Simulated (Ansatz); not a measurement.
Born–Oppenheimer molecular dynamics of GeH8Si (10 atoms, charge 0, multiplicity 1). It starts at the highest image of a converged band. Of that band: Neighbouring images differ by up to 4.6 eV, so the band resolves the path poorly. A vibrational analysis at the climbing image gives 2 clearly imaginary modes (2220i, 96i cm⁻¹): a point of higher order, so a lower path passes nearby.

All numbers below come from RHF/def2-SVP in Ansatz.

```yaml
ensemble: NVE (velocity Verlet)
time_step: 0.5 fs
steps_asked: 200
starting_velocities_drawn_for: 300 K
seed: 3357
```

First frame:

```xyz
10
Properties=species:S:1:pos:R:3
Ge -0.018 0.108 -0.124
H 0.102 -1.146 1.220
H 1.309 0.662 0.413
H -0.716 1.334 -0.783
H -0.016 -1.033 -1.137
Si -2.651 0.097 1.219
H -3.449 -1.148 1.396
H -2.689 0.850 2.505
H -3.280 0.933 0.164
H -0.856 -0.659 1.201
```

Question: How far do the bonds stretch over the last three quarters of this one trajectory? (Pairs bonded in most of those frames.)

Answer: 
```csv
bond,mean (Å),spread (Å),shortest,longest
Ge1–H3,1.548,0.040,1.48,1.62
Ge1–H4,1.551,0.069,1.44,1.66
Ge1–H5,1.542,0.032,1.49,1.60
Ge1–Si6,2.451,0.250,2.09,2.88
H2–H10,0.765,0.073,0.65,0.86
Si6–H7,1.489,0.019,1.46,1.52
Si6–H8,1.487,0.020,1.45,1.52
Si6–H9,1.489,0.022,1.45,1.53
```

Mean temperature of the second half: 3599 K. The conserved energy stayed within 0.72 meV per atom of its start (net change 0.19 meV per atom), so the integration is sound. The kinetic energy rose, since the run started high on the potential surface and went downhill. It ends in pieces (GeH6Si + H2), so much of that is their flight and rotation, not heat. A run of 0.1 ps of so small a system gives no equilibrium averages. The orbitals stay closed-shell, which can raise the energy where a bond breaks towards radicals; this wasn't checked here.

Time of the run: 4.7 min on 1 thread of Arm Neoverse V2, on a shared host, peak memory 0.16 GiB.
